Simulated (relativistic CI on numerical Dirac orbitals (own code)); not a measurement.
**Calculated levels, S¹³⁺**

Calculated at this level of theory: Dirac-Coulomb-Breit CI, orbitals from a KLI potential per configuration, QED by a radiative potential, unscaled Slater integrals (own radial code, finite nucleus).

Configurations in the expansion (outside the closed core 1s2): 2s, 2p, 3s, 3p, 3d, 4s, 4p, 4d, 4f, 5s, 5p, 5d, 5f, 5g. Levels of other configurations are missing.

The lowest level is 2s 2S_1/2, with 100 % of that term; Hund's rules for 2s give 2S with J = 1/2, in agreement.

| No. | Configuration | Term | J | E (eV) | % | Landé g | Lifetime (s) |
| --- | --- | --- | --- | --- | --- | --- | --- |
| 1 | 2s | 2S | 1/2 | 0.000 | 100 | 2.000 |  |
| 2 | 2p | 2P° | 1/2 | 27.954 | 100 | 0.664 | 9.88e-10 |
| 3 | 2p | 2P° | 3/2 | 29.812 | 100 | 1.333 | 8.10e-10 |
| 4 | 3s | 2S | 1/2 | 399.094 | 100 | 2.001 | 2.85e-12 |
| 5 | 3p | 2P° | 1/2 | 406.815 | 100 | 0.665 | 1.19e-12 |
| 6 | 3p | 2P° | 3/2 | 407.361 | 100 | 1.333 | 1.21e-12 |
| 7 | 3d | 2D | 3/2 | 410.157 | 100 | 0.799 | 3.91e-13 |
| 8 | 3d | 2D | 5/2 | 410.329 | 100 | 1.200 | 3.92e-13 |
| 9 | 4s | 2S | 1/2 | 535.390 | 100 | 2.002 | 4.21e-12 |
| 10 | 4p | 2P° | 1/2 | 538.564 | 100 | 0.665 | 2.00e-12 |
| 11 | 4p | 2P° | 3/2 | 538.794 | 100 | 1.334 | 2.02e-12 |
| 12 | 4d | 2D | 3/2 | 539.955 | 100 | 0.799 | 9.03e-13 |
| 13 | 4d | 2D | 5/2 | 540.027 | 100 | 1.200 | 9.07e-13 |
| 14 | 4f | 2F° | 5/2 | 540.082 | 100 | 0.856 | 1.88e-12 |
| 15 | 4f | 2F° | 7/2 | 540.118 | 100 | 1.143 | 1.88e-12 |
| 16 | 5s | 2S | 1/2 | 597.726 | 100 | 2.002 | 6.57e-12 |
| 17 | 5p | 2P° | 1/2 | 599.330 | 100 | 0.666 | 3.35e-12 |
| 18 | 5p | 2P° | 3/2 | 599.447 | 100 | 1.334 | 3.39e-12 |
| 19 | 5d | 2D | 3/2 | 600.037 | 100 | 0.799 | 1.72e-12 |
| 20 | 5d | 2D | 5/2 | 600.074 | 100 | 1.200 | 1.73e-12 |
| 21 | 5f | 2F° | 5/2 | 600.104 | 100 | 0.857 | 3.64e-12 |
| 22 | 5f | 2F° | 7/2 | 600.123 | 100 | 1.143 | 3.64e-12 |
| 23 | 5g | 2G | 7/2 | 600.123 | 100 | 0.888 | 6.11e-12 |
| 24 | 5g | 2G | 9/2 | 600.135 | 100 | 1.111 | 6.11e-12 |

Energies count from the lowest computed level; ° marks odd parity; lifetimes are radiative, by E1, M1, E2, M2 decay to levels of this space only.

The mean weight of the leading LS term, summed over parents, in these 24 levels is 100 %, and that of the leading jj configuration (from the same eigenvectors) 100 %.

At this charge energies of transitions that change n are usually good to better than 1 %, and those within a shell (Δn = 0) to a few per cent.
